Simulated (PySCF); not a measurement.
(2R)-1-silyloxypropan-2-ol (C3H10O2Si), SMILES C[C@@H](O)CO[SiH3]. Atoms are numbered in the order given.

```xyz
16

C     -2.2744     0.5646     0.3240
C     -1.5196    -0.4987    -0.4729
O     -1.2766    -0.0809    -1.8012
C     -0.1963    -0.8863     0.1848
O      0.6643     0.2432     0.1195
Si     2.2159     0.2832     0.7386
H     -3.1831     0.8614    -0.2195
H     -2.5643     0.1919     1.3199
H     -1.6422     1.4558     0.4617
H     -2.1378    -1.4107    -0.5423
H     -0.5642     0.5740    -1.7418
H      0.2500    -1.7339    -0.3672
H     -0.3569    -1.1994     1.2340
H      2.1994     0.0360     2.2118
H      3.0715    -0.7568     0.0925
H      2.7448     1.6400     0.4484
```
Charge 0, spin multiplicity 1.

Coordinates come from a B3LYP-D3(BJ)/def2-SVP optimisation. One conformer was computed; it need not be the lowest.

Method: SMD-M06-2X/def2-SVP run with PySCF.

Solvation free energies are E(SMD) − E(gas) at the gas-phase geometry, for 1 M in both phases. In vacuum the dipole moment is 1.97 D.

Computed solvation free energies in water, ethanol, 2-propanol:
```csv
solvent,ΔG(solv) (kcal/mol),its non-electrostatic (CDS) part,dipole (D)
water,-3.3,3.7,2.62
ethanol,-6.1,0.0,2.53
2-propanol,-6.0,-0.4,2.49
```
